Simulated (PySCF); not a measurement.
Numbering as in the mapped SMILES `[OH:1][CH2:2][CH:3]([SiH3:4])[SiH3:5]` (H(Xn): hydrogen on atom n).

Geometry: GFN2-xTB; GIAO shifts from PySCF 2.14.0 with density-fitted response routines, gas phase, non-relativistic, averaged over equivalent atoms.

At PBE0/pcSseg-1 (149 basis functions, 32 s wall time on 1 thread of an Arm Neoverse N1, shared host):
```json
{"atoms": "O1", "δ (ppm)": "72.7"}
{"atoms": "C2", "δ (ppm)": "67.4"}
{"atoms": "C3", "δ (ppm)": "11.2"}
{"atoms": "Si4/Si5", "δ (ppm)": "-73.4"}
{"atoms": "H(C2)", "δ (ppm)": "3.97"}
{"atoms": "H(Si4)/H(Si5)", "δ (ppm)": "3.86"}
{"atoms": "H(C3)", "δ (ppm)": "0.65"}
{"atoms": "H(O1)", "δ (ppm)": "0.32"}
```

References, each an isolated molecule treated in the same way: 17O (σref 336.08) against H2O; TMS for 13C (σref 186.93) and 29Si (σref 349.16) and 1H (σref 31.72).

What do these become at HCTH407/pcSseg-1?

Answers


```json
{"atoms": "O1", "δ at HCTH407/pcSseg-1": "83.9", "change": "+11.2"}
{"atoms": "C2", "δ at HCTH407/pcSseg-1": "70.0", "change": "+2.6"}
{"atoms": "C3", "δ at HCTH407/pcSseg-1": "14.2", "change": "+3.0"}
{"atoms": "Si4/Si5", "δ at HCTH407/pcSseg-1": "-77.5", "change": "-4.1"}
{"atoms": "H(C2)", "δ at HCTH407/pcSseg-1": "4.12", "change": "+0.15"}
{"atoms": "H(Si4)/H(Si5)", "δ at HCTH407/pcSseg-1": "3.78", "change": "-0.08"}
{"atoms": "H(C3)", "δ at HCTH407/pcSseg-1": "0.78", "change": "+0.13"}
{"atoms": "H(O1)", "δ at HCTH407/pcSseg-1": "0.28", "change": "-0.04"}
```

Scale: H2O for 17O (334.16 ppm); 13C (183.64 ppm) and 29Si (343.40 ppm) and 1H (31.67 ppm) vs TMS (reference shieldings calculated alike).

The largest change is at O1 (alcohol oxygen). Cost: 149 basis functions, 14 s wall time on 1 thread of an Arm Neoverse V2, shared host.

Experimental scales use liquid or dissolved standards, which lie at an offset from isolated H2O (liquid H2O: subtract about 36 ppm).
